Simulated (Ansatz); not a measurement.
The same molecule with X = B, Ga, In. Ansatz, PBE0-D4/def2-TZVP geometries, multiplicity 1. Each molecule was computed in one conformer, which needn't be the lowest.

Elements past krypton have def2 core potentials. Scalar relativity is left out up to krypton.

```csv
X,molecule,mean X–C bond length / Å,mean X–H bond length / Å,mean X–N bond length / Å,LUMO energy (B3LYP/def2-TZVPP) / eV,HOMO–LUMO gap (PBE/def2-TZVPP) / eV,HOMO energy (B3LYP/def2-TZVPP) / eV
Ga,`C[NH][GaH][CH3]`,1.963,1.567,1.821,-0.56,4.23,-6.34
In,`C[NH][InH][CH3]`,2.144,1.718,2.018,-1.03,3.48,-5.93
```

Question: Give the row for X = B, `CBNC`. (Best estimate.)

Answer: Ansatz gave: 
```
X  molecule  mean X–C bond length / Å  mean X–H bond length / Å  mean X–N bond length / Å  LUMO energy (B3LYP/def2-TZVPP) / eV  HOMO–LUMO gap (PBE/def2-TZVPP) / eV  HOMO energy (B3LYP/def2-TZVPP) / eV
B    `CBNC`                     1.569                     1.204                     1.389                                 0.55                                 6.11                                -7.35
```

From B to In the mean X–C bond length rises at each step, by 0.575 Å in all; the mean X–H bond length rises at each step, by 0.514 Å in all; the mean X–N bond length rises at each step, by 0.629 Å in all; the LUMO energy (B3LYP/def2-TZVPP) falls at each step, by 1.58 eV in all; the HOMO–LUMO gap (PBE/def2-TZVPP) falls at each step, by 2.63 eV in all; the HOMO energy (B3LYP/def2-TZVPP) rises at each step, by 1.42 eV in all. Bonds lengthen as the atom grows down the group.

B3LYP here is the variant with VWN-RPA as its local correlation; programs differ in this.
